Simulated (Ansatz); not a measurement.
Reaction (ligand exchange at the Si–C bond): `CO[Si](C)(N)F` + HCl → `CO[Si](N)(F)Cl` + CH₄

Gas-phase electronic energies from Ansatz, PBE0-D4/def2-TZVP geometries. CCSD(T)/CBS adds triple-zeta CCSD(T) − MP2 to the extrapolated MP2 energy (def2 sets, frozen cores). This one scheme is used for every species. Each species was taken in one conformer, which may not be the lowest.

```csv
species,MP2/CBS(def2) energy (Eh)
`CO[Si](C)(N)F`,-599.75320
HCl,-460.35267
`CO[Si](N)(F)Cl`,-1019.71224
CH₄,-40.43551
```

(1) Work out ΔE.

Largest T1 diagnostic among the species: 0.011.

## Answers

(1) ΔE = (-1019.71224) + (-40.43551) − (-599.75320) − (-460.35267) = -0.04188 Eh = -110.0 kJ/mol. CCSD(T)/CBS gives -104.4 kJ/mol.

In def2-TZVPP, CCSD(T) changes the Hartree–Fock value by +13.8 kJ/mol (the triples alone add +0.4 kJ/mol) and MP2 by +8.2 kJ/mol.
